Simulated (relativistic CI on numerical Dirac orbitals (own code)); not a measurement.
d1 to d9 in one octahedral field

Computed with a parametric ligand-field model without spin-orbit coupling, by exact diagonalisation: B = 700, C = 2670, 10Dq = 16400 cm⁻¹ (Oh; |10Dq|/B = 23.4) for every shell. Energies in cm⁻¹; the field energy is (0.6 n_e − 0.4 n_t2) × 10Dq of the ground term; g labels are left out.

```csv
Shell,Ground term,Electrons in e,Field energy,First spin-allowed bands,Lowest term of other spin
d1,2T2,0.000,-6560,2E 16400,
d2,3T1,0.031,-12610,"3T2 15052, 3T1 24204",1T2 9926
d3,4A2,0.000,-19680,"4T2 16400, 4T1 23282",2E 13117
d4,5E,1.000,-9840,5T2 16400,3T1 12
d5,6A1,2.000,0,none,2T2 2173
d6,1A1,0.052,-38500,"1T1 14811, 1T2 23254",3T1 8949
d7,?,?,?,?,?
d8,3A2,2.000,-19680,"3T2 16400, 3T1 23282",1E 10765
d9,2E,3.000,-9840,2T2 16400,
```

Problem. Fill in the row of d7.

Solution. Ground term: 2E; Electrons in e: 1.041; Field energy: -28848; First spin-allowed bands: 2T1 14656, 2T2 15159; Lowest term of other spin: 4T1 3231. Low spin: d6, d7; the other shells keep the spin of the free ion. Only d4 to d7 can choose; the field needed to pair spins is smallest for d6 and largest for d5, which loses most exchange energy. In the strong-field picture 10Dq must exceed about 6B + 5C = 17550 (d4), 7.5B + 5C = 18600 (d5), 2.5B + 4C = 12430 (d6) and 4B + 4C = 13480 (d7); mixing of terms shifts these bounds somewhat.
